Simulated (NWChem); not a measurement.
System: AlH₃; SMILES [AlH3]

```xyz
4

Al     0.0000     0.0000     0.0000
H      1.1243     1.1243     0.0000
H      0.4115    -1.5358     0.0000
H     -1.5358     0.4115     0.0000
```
Atoms are numbered in this order, from 1.

Computed with NWChem. Pople sets run with spherical d functions. Structure relaxed at the PBE0/def2-SVP level. Static field.

Problem. Order these by “anisotropy (bohr³)”, lowest first: PBE/6-31G*; PBE/def2-SVP; PBE/def2-TZVPD; PBE/def2-SVPD.

Solution. PBE/def2-SVPD (7.2), PBE/def2-TZVPD (8.0), PBE/6-31G* (10.3), PBE/def2-SVP (13.4)
